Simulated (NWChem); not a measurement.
Species: ScH₃O₃; SMILES [OH][Sc]([OH])[OH]

```xyz
7

Sc     0.0000     0.0000     0.0058
O      0.6768     1.7394     0.0012
H      1.3973     2.3694    -0.0087
O      1.1679    -1.4558     0.0012
H      1.3533    -2.3948    -0.0087
O     -1.8447    -0.2835     0.0012
H     -2.7506     0.0254    -0.0087
```
Atoms are numbered in this order, from 1.

Level: PBE0/def2-SVP (NWChem), optimised geometry, unscaled harmonic frequencies. 

```
frequency (cm⁻¹)  IR intensity (km/mol)
----------------  ---------------------
97                                  5.8
161                                28.4
161                                28.4
236                                 0.0
302                               226.5
302                               226.5
390                                 0.0
390                                 0.0
422                               527.0
676                                 0.0
762                               275.0
762                               275.0
3996                              218.7
3996                              218.7
4000                                0.0
```

```json
{
 "zero_point_energy": "23.8 kcal/mol",
 "thermal correction to the enthalpy at 298.15 K (with zero-point energy)": "29.0 kcal/mol",
 "heat capacity Cv": "23.5 cal/(mol K)",
 "entropy at 298.15 K and 1 atm (symmetry number 3)": "80.2 cal/(mol K)",
 "dipole_moment": "0.02 D"
}
```

Rigid rotor and harmonic oscillator; modes under 100 cm⁻¹ make the entropy uncertain.
